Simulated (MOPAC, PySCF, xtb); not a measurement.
Pair of molecules: CH3F (SMILES CF) (first 5 atoms) with CH6Si (SMILES C[SiH3]); geometry from B3LYP-D3(BJ)/def2-TZVP, rigid monomers moved along the line of their centres of mass till F2···Si7 is 3.77 Å.
(charge 0, multiplicity 1):
```xyz
13

C     -0.682     0.493    -0.302
F      0.316    -0.271     0.299
H     -0.489     0.532    -1.374
H     -1.645     0.023    -0.105
H     -0.657     1.495     0.126
C      1.099    -1.000     4.021
Si    -0.305     0.240     3.982
H      1.964    -0.591     4.546
H      1.402    -1.256     3.005
H      0.795    -1.915     4.532
H     -0.725     0.596     5.361
H     -1.489    -0.310     3.277
H      0.101     1.492     3.297
```

Counterpoise-corrected where a basis set is named; no monomer relaxation. Rows marked so take none.

Rows in 6-31G* carry no dispersion term and start afresh at each structure (6-31G* with six Cartesian d functions). The state that PM3, PM6 reach isn't checked.

The values were computed with MOPAC for PM3, PM6 (differences of heats of formation); PySCF for 6-31G* rows; xtb for the GFN methods. Each number belongs to the level named beside it.

Task: One of these levels gives -5.4 kJ/mol for the interaction energy. Which one is it?
A. GFN2-xTB
B. HF/6-31G* (no counterpoise)
C. PM6
D. PM3

Result: A, GFN2-xTB. The others give 2.4 (PM3), -0.5 (PM6), -7.2 (HF/6-31G* (no counterpoise))
